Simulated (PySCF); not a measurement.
**IF: frontier orbitals**

RHF at R = 1.959 Å; basis I cc-pVDZ-PP with ECP28, F cc-pVDZ; scalar-relativistic core potentials; PySCF 2.14. State: ¹Σ⁺ (singlet), closed shell. Only the outer orbitals are listed, counted within each symmetry, core potentials removing the inner ones.

```
orbital  occ.  ε (eV)  on I (%)        main shells (%)
     5σ     2  -42.20         4                 95 F s
     6σ     2  -24.97        88         87 I s, 10 F p
     3π     2  -17.54         6                 94 F p
     3π     2  -17.54         6                 94 F p
     7σ     2  -16.47        32  67 F p, 22 I p, 8 I s
     4π     2  -11.00        95                 95 I p
     4π     2  -11.00        95                 95 I p
     8σ     0    0.19        85         77 I p, 16 F p
     9σ     0   12.30       101                 96 I s
     5π     0   14.68       100         86 I p, 14 I d
```

Which are the highest filled and the lowest empty level, where do they sit, and how wide is the gap?

Highest filled 4π at -11.00 eV (in %: 95 I p); lowest empty 8σ at 0.19 eV (in %: 77 I p, 16 F p); the gap at RHF is 11.19 eV. An empty level above zero is unbound, and its energy depends on the basis.

- bond order (Mayer): 0.77
- ⟨S²⟩: 0.000
- charge on I (Mulliken, basis-dependent): 0.48
- charge on I (Löwdin, basis-dependent): 0.46
- dipole moment (positive dipole means I(−)F(+)): -2.88 D
- polarisability along the bond: 28.8 bohr³
- polarisability across the bond: 16.0 bohr³

Shares are Mulliken populations and can fall outside 0 to 100 %.

Spin–orbit coupling is left out.
